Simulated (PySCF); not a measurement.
# PBE0 on Mg⁺ (magnesium, charge +1)

Configuration: [Ne] 3s1, 2S determinant. All numbers are calculated (PySCF 2.14, the non-relativistic Hamiltonian (point nucleus), in aug-cc-pVQZ (7s6p4d3f2g, 84 functions)).

```
Total energy                                     : -199.6907 hartree
One-electron energy                              : -275.5203 hartree
Hartree (Coulomb) energy                         : 91.9746 hartree
Exchange-correlation energy                      : -16.1450 hartree
Kinetic energy                                   : 198.93295 hartree
⟨S²⟩                                             : 0.7500
⟨L²⟩                                             : 0.000
Sum of ⟨r⟩                                       : 8.560 bohr
Sum of ⟨r²⟩                                      : 13.73 bohr²
Density at the nucleus (Gaussians lack the cusp) : 1080 bohr⁻³
Spin density at the nucleus                      : 1.93 bohr⁻³
Langevin diamagnetic susceptibility              : -10.9 ×10⁻⁶ cm³/mol
Time after the integrals                         : 0.66 s of wall time on 1 thread of Neoverse-V2 (shared host)
```

```
shell  electrons  mean orbital energy (eV)  rms radius, mean of both spins (bohr)
 1s α          1                   -1286.7                                  0.152
 1s β          1                   -1286.6                                  0.152
 2s α          1                   -94.816                                  0.762
 2s β          1                   -94.577                                  0.762
 2p α          3                   -60.014                                  0.777
 2p β          3                   -59.848                                  0.777
 3s α          1                   -12.709                                   2.98
```
